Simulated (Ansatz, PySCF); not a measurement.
HOZn, charge +1, singlet, at a GFN2-xTB geometry (such geometries of metal compounds can be far from the true shape). Base run: BLYP/6-31G** (PySCF).

The PySCF input:
```python
from pyscf import gto, scf, dft

mol = gto.M(
    atom='''
Zn   -0.27093353   -0.14930649   -0.25641287
O     0.88638751    0.38915537    0.84414032
H     1.03690579    1.36595177    0.93926352
''',
    basis='6-31g**',
    charge=1,
    verbose=3,
)

mf = dft.RKS(mol)
mf.xc = 'blyp'
mf.kernel()
```

The same geometry, method and basis name were run in Ansatz (a quantum-chemistry and plane-wave program) and PySCF, at each program's defaults and at the settings that a row names. The base is PySCF at its defaults. Differences at the defaults can come from grids, fitting, cores and function types together.

```csv
code and settings,ΔE vs base (µEh),basis functions,E (Eh),SCF cycles
"PySCF, defaults (exact integrals, its default grid, spherical functions)",0.0,53,-1854.61596,11
"Ansatz, defaults (factorised integrals, its default grid, Cartesian functions)",-7670,56,-1854.62363,-
"PySCF, density fitting with def2-universal-jkfit",[?],53,[?],11
"PySCF, fine grid",-0.6,53,-1854.61596,11
"Ansatz, high accuracy, Cartesian functions as the basis file defines them",-7669,56,-1854.62363,-
```

**Question.** What belongs in the gaps?

**Answer.** 
- PySCF, density fitting with def2-universal-jkfit, ΔE vs base (µEh): -87.9
- PySCF, density fitting with def2-universal-jkfit, E (Eh): -1854.61604
